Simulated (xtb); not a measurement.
xtb input file for C4H7FO, SMILES C1[C@H](F)[C@H]1CO, GFN2-xTB. 

```
$ xtb mol.xyz --gfn 2 --sp --chrg 0 --uhf 0 --json
$ cat mol.xyz
13

O      2.42243132     0.54749423     0.23083269
C      1.41864757    -0.09768918    -0.51637870
C      0.12661894    -0.25339455     0.25711229
C     -0.75740229     0.94365188     0.50048434
C     -1.18791870    -0.12790759    -0.44318226
F     -2.19729187    -0.96034101    -0.05717779
H      2.56635314     0.06048903     1.04984457
H      1.76673021    -1.08498440    -0.85651226
H      1.26096919     0.53520970    -1.39272659
H      0.16918338    -0.98535263     1.05596862
H     -0.45953860     1.89307930     0.08494917
H     -1.26753720     1.01005099     1.44858775
H     -1.23965708     0.04665995    -1.51038684
```

Output:

```
[banner left out]
          |                Calculation Setup                |
           -------------------------------------------------



           -------------------------------------------------
          |                 G F N 2 - x T B                 |
           -------------------------------------------------

        Reference                      10.1021/acs.jctc.8b01176
      * Hamiltonian:
        H0-scaling (s, p, d)           1.850000    2.230000    2.230000
        zeta-weighting                 0.500000
      * Dispersion:
        s8                             2.700000
        a1                             0.520000
        a2                             5.000000
        s9                             5.000000
      * Repulsion:
        kExp                           1.500000    1.000000
        rExp                           1.000000
      * Coulomb:
        alpha                          2.000000
        third order                    shell-resolved
        anisotropic                    true
        a3                             3.000000
        a5                             4.000000
        cn-shift                       1.200000
        cn-exp                         4.000000
        max-rad                        5.000000


          ...................................................
          :                      SETUP                      :
          :.................................................:
          :  # basis functions                  31          :
          :  # atomic orbitals                  31          :
          :  # shells                           19          :
          :  # electrons                        36          :
          :  max. iterations                   250          :
          :  Hamiltonian                  GFN2-xTB          :
          :  restarted?                      false          :
          :  GBSA solvation                  false          :
          :  PC potential                    false          :
          :  electronic temp.          300.0000000     K    :
          :  accuracy                    1.0000000          :
          :  -> integral cutoff          0.2500000E+02      :
          :  -> integral neglect         0.1000000E-07      :
          :  -> SCF convergence          0.1000000E-05 Eh   :
          :  -> wf. convergence          0.1000000E-03 e    :
          :  Broyden damping             0.4000000          :
          :  net charge                          0          :
          :  unpaired electrons                  0          :
          ...................................................

 iter      E             dE          RMSdq      gap      omega  full diag
   1    -21.0676118 -0.210676E+02  0.377E+00    9.33       0.0  T
   2    -21.0957085 -0.280967E-01  0.209E+00    9.07       1.0  T
   3    -21.0963053 -0.596811E-03  0.871E-01    9.11       1.0  T
   4    -21.0974230 -0.111766E-02  0.170E-01    9.16       1.0  T
   5    -21.0975272 -0.104212E-03  0.700E-02    9.18       1.0  T
   6    -21.0975294 -0.218789E-05  0.201E-02    9.19       1.4  T
   7    -21.0975302 -0.847457E-06  0.766E-03    9.19       3.6  T
   8    -21.0975303 -0.899656E-07  0.212E-03    9.19      13.1  T
   9    -21.0975303 -0.105300E-07  0.105E-03    9.19      26.3  T
  10    -21.0975303 -0.103005E-08  0.153E-04    9.19     181.5  T
  11    -21.0975303 -0.565521E-10  0.534E-05    9.19     519.4  T

   *** convergence criteria satisfied after 11 iterations ***

         #    Occupation            Energy/Eh            Energy/eV
      -------------------------------------------------------------
         1        2.0000           -0.8126302             -22.1128
       ...           ...                  ...                  ...
        12        2.0000           -0.5139432             -13.9851
        13        2.0000           -0.4878793             -13.2759
        14        2.0000           -0.4818051             -13.1106
        15        2.0000           -0.4611147             -12.5476
        16        2.0000           -0.4434514             -12.0669
        17        2.0000           -0.4314614             -11.7407
        18        2.0000           -0.4196172             -11.4184 (HOMO)
        19                         -0.0819501              -2.2300 (LUMO)
        20                          0.0129961               0.3536
        21                          0.0586441               1.5958
        22                          0.0871834               2.3724
        23                          0.0993124               2.7024
       ...                                ...                  ...
        31                          0.3296657               8.9707
      -------------------------------------------------------------
                  HL-Gap            0.3376670 Eh            9.1884 eV
             Fermi-level           -0.2507837 Eh           -6.8242 eV

 SCC (total)                   0 d,  0 h,  0 min,  0.005 sec
 SCC setup                      ...        0 min,  0.000 sec (  1.325%)
 Dispersion                     ...        0 min,  0.000 sec (  1.323%)
 classical contributions        ...        0 min,  0.000 sec (  0.313%)
 integral evaluation            ...        0 min,  0.001 sec ( 13.864%)
 iterations                     ...        0 min,  0.002 sec ( 47.742%)
 molecular gradient             ...        0 min,  0.002 sec ( 33.845%)
 printout                       ...        0 min,  0.000 sec (  1.431%)

         :::::::::::::::::::::::::::::::::::::::::::::::::::::
         ::                     SUMMARY                     ::
         :::::::::::::::::::::::::::::::::::::::::::::::::::::
         :: total energy             -20.896764215161 Eh    ::
         :: gradient norm              0.000230757895 Eh/a0 ::
         :: HOMO-LUMO gap              9.188387838052 eV    ::
         ::.................................................::
         :: SCC energy               -21.097522799284 Eh    ::
         :: -> isotropic ES            0.037572427519 Eh    ::
         :: -> anisotropic ES          0.001575396042 Eh    ::
         :: -> anisotropic XC         -0.000384157431 Eh    ::
         :: -> dispersion             -0.006318407968 Eh    ::
         :: repulsion energy           0.200758584124 Eh    ::
         :: add. restraining           0.000000000000 Eh    ::
         :: total charge              -0.000000000000 e     ::
         :::::::::::::::::::::::::::::::::::::::::::::::::::::

           -------------------------------------------------
          |                Property Printout                |
           -------------------------------------------------

    * Orbital Energies and Occupations

         #    Occupation            Energy/Eh            Energy/eV
      -------------------------------------------------------------
         1        2.0000           -0.8126302             -22.1128
       ...           ...                  ...                  ...
         6        2.0000           -0.5969455             -16.2437
         7        2.0000           -0.5694762             -15.4962
         8        2.0000           -0.5621488             -15.2968
         9        2.0000           -0.5459035             -14.8548
        10        2.0000           -0.5278515             -14.3636
        11        2.0000           -0.5239866             -14.2584
        12        2.0000           -0.5139432             -13.9851
        13        2.0000           -0.4878793             -13.2759
        14        2.0000           -0.4818051             -13.1106
        15        2.0000           -0.4611147             -12.5476
        16        2.0000           -0.4434514             -12.0669
        17        2.0000           -0.4314614             -11.7407
        18        2.0000           -0.4196172             -11.4184 (HOMO)
        19                         -0.0819501              -2.2300 (LUMO)
        20                          0.0129961               0.3536
        21                          0.0586441               1.5958
        22                          0.0871834               2.3724
        23                          0.0993124               2.7024
        24                          0.1355718               3.6891
        25                          0.1479359               4.0255
        26                          0.1579604               4.2983
        27                          0.2097924               5.7087
        28                          0.2557378               6.9590
        29                          0.2990160               8.1366
       ...                                ...                  ...
        31                          0.3296657               8.9707
      -------------------------------------------------------------
                  HL-Gap            0.3376670 Eh            9.1884 eV
             Fermi-level           -0.2507837 Eh           -6.8242 eV

     #   Z          covCN         q      C6AA      α(0)
     1   8 O        1.655    -0.434    21.524     6.263
     2   6 C        3.675     0.077    19.520     6.331
     3   6 C        3.855    -0.046    21.358     6.573
     4   6 C        3.806    -0.079    22.005     6.678
     5   6 C        3.664     0.141    18.548     6.177
     6   9 F        0.784    -0.246    11.725     4.045
     7   1 H        0.805     0.290     0.751     1.361
     8   1 H        0.923     0.027     2.631     2.537
     9   1 H        0.924     0.053     2.279     2.361
    10   1 H        0.925     0.052     2.294     2.369
    11   1 H        0.926     0.058     2.226     2.333
    12   1 H        0.926     0.063     2.165     2.301
    13   1 H        0.925     0.045     2.387     2.416

 Mol. C6AA /au·bohr⁶  :       1295.017695
 Mol. C8AA /au·bohr⁸  :      27663.555844
 Mol. α(0) /au        :         51.743895


Wiberg/Mayer (AO) data.
largest (>0.10) Wiberg bond orders for each atom

 ---------------------------------------------------------------------------
     #   Z sym  total        # sym  WBO       # sym  WBO       # sym  WBO
 ---------------------------------------------------------------------------
     1   8 O    1.965 --     2 C    1.001     7 H    0.901
     2   6 C    3.960 --     1 O    1.001     3 C    0.997     9 H    0.971
                             8 H    0.966
     3   6 C    3.940 --     2 C    0.997    10 H    0.967     4 C    0.959
                             5 C    0.958
     4   6 C    3.939 --    11 H    0.977    12 H    0.977     5 C    0.973
                             3 C    0.959
     5   6 C    3.856 --     4 C    0.973    13 H    0.963     3 C    0.958
                             6 F    0.936
     6   9 F    1.023 --     5 C    0.936
     7   1 H    0.916 --     1 O    0.901
     8   1 H    0.999 --     2 C    0.966
     9   1 H    0.997 --     2 C    0.971
    10   1 H    0.997 --     3 C    0.967
    11   1 H    0.997 --     4 C    0.977
    12   1 H    0.996 --     4 C    0.977
    13   1 H    0.998 --     5 C    0.963
 ---------------------------------------------------------------------------

Topologies differ in total number of bonds
Writing topology from bond orders to xtbtopo.mol

molecular dipole:
                 x           y           z       tot (Debye)
 q only:        0.363       0.096       0.097
   full:        0.340      -0.046       0.138       0.940
molecular quadrupole (traceless):
                xx          xy          yy          xz          yz          zz
 q only:       -5.375      -6.103       0.558       2.120      -0.232       4.817
  q+dip:       -8.102      -9.001       0.738       2.508      -1.321       7.363
   full:       -7.524      -8.483       0.565       2.812      -1.065       6.960


           -------------------------------------------------
          | TOTAL ENERGY              -20.896764215161 Eh   |
Note: The following floating-point exceptions are signalling: IEEE_UNDERFLOW_FLAG IEEE_DENORMAL
normal termination of xtb
          | GRADIENT NORM               0.000230757895 Eh/α |
          | HOMO-LUMO GAP               9.188387838052 eV   |
           -------------------------------------------------

------------------------------------------------------------------------
------------------------------------------------------------------------
 total:
 SCF:
```

The run converged.

Cost: about 0.020 core-seconds (a rough figure).
